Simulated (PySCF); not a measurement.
Compound: pyridine-N-oxide, C₅H₅NO.
Bonds: O1–N2, N2–C3 (aromatic), C3–C4 (aromatic), C4–C5 (aromatic), C5–C6 (aromatic), C6–C7 (aromatic), N2–C7 (aromatic). Hydrogens: H8 on C3; H9 on C4; H10 on C5; H11 on C6; H12 on C7.

The closed-shell ground state was solved at several levels (PySCF, density fitting, gas phase, non-relativistic). Geometry: GFN2-xTB; no solvent, vibrations or thermal averaging.

```json
{"level": "CAM-B3LYP/def2-SVPD", "basis functions": "183", "HOMO (eV)": "-7.67", "LUMO (eV)": "-0.30", "gap (eV)": "7.37", "dipole (D)": "4.43"}
{"level": "B3LYP/pcJ-1", "basis functions": "239", "HOMO (eV)": "-6.13", "LUMO (eV)": "-1.33", "gap (eV)": "4.80", "dipole (D)": "3.97"}
```

**Question.** Estimate the row for PBE0/pcSseg-1, a basis of 144 functions; the other rows only guide the guess.

**Answer.** HOMO -6.36 eV, LUMO -1.16 eV, gap 5.20 eV, dipole 3.96 D.

**Question.** Over all these levels, which gives the widest orbital gap and which the narrowest?

**Answer.** CAM-B3LYP/def2-SVPD (range-separated hybrid) has the widest, 7.37 eV, and B3LYP/pcJ-1 (global hybrid, 20 % exact exchange) the narrowest, 4.80 eV. Functional and basis both differ between the two, so the spread mixes both effects.

**Question.** How far do the dipole and the HOMO energy spread over the levels?

**Answer.** The dipole runs from 3.96 to 4.43 D (mean 4.12 D) and the HOMO from -7.67 to -6.13 eV.
